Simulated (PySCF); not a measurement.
C3H4FNSi, SMILES F[Si@H]1C=CC=N1.

Geometry: ωB97X-D3(BJ)/def2-SVP. The structure was generated by enumeration; whether it is a known compound was not checked.

Calculation: PySCF with ωB97X-D3(BJ)/def2-SVP.

Frequencies are harmonic and unscaled.

Computed normal modes with their intensities:
```csv
mode,ν (cm⁻¹),IR (km/mol),Raman (Å⁴/amu),depolarisation,moving atoms (share of kinetic energy)
1,143,1.1,5.4,0.75,"F 37 %, C 28 %, Si 13 %, H 12 %, N 9 %"
2,230,4.6,2.1,0.74,"F 41 %, C 22 %, Si 15 %, H 15 %, N 8 %"
3,407,13.7,2.2,0.63,"C 42 %, F 20 %, N 16 %, H 12 %, Si 11 %"
4,453,4.5,0.5,0.71,"C 36 %, H 32 %, N 26 %"
5,525,42.1,2.2,0.52,"Si 42 %, C 27 %, N 19 %, H 10 %"
6,666,11.7,2.3,0.66,"C 49 %, Si 31 %, N 13 %"
7,722,55.5,7.3,0.59,"H 75 %, C 20 %"
8,750,17.8,5.6,0.72,"H 79 %, C 14 %"
9,770,42.1,11.7,0.09,"N 42 %, C 24 %, H 17 %, Si 12 %"
10,852,31.0,7.9,0.75,"H 77 %, F 18 %"
11,884,59.7,3.5,0.37,"C 39 %, H 35 %, N 14 %, Si 10 %"
12,942,217.2,2.0,0.54,"Si 31 %, F 22 %, C 21 %, H 17 %, N 9 %"
13,961,103.9,2.3,0.26,"C 50 %, H 24 %, Si 17 %, F 9 %"
14,985,15.1,2.7,0.73,"H 69 %, C 26 %"
15,1033,0.5,4.0,0.74,"H 68 %, C 31 %"
16,1093,23.8,12.9,0.60,"H 86 %, C 10 %"
17,1321,10.5,1.5,0.72,"H 68 %, C 30 %"
18,1371,23.6,9.7,0.68,"H 71 %, C 20 %, N 8 %"
19,1643,34.7,34.6,0.11,C 89 %
20,1731,53.3,5.3,0.42,"C 61 %, N 34 %"
21,2320,121.6,155.1,0.22,H 97 %
22,3107,44.6,163.6,0.32,"H 92 %, C 8 %"
23,3203,9.1,125.7,0.37,"H 91 %, C 9 %"
24,3254,0.2,114.8,0.23,"H 91 %, C 9 %"
```
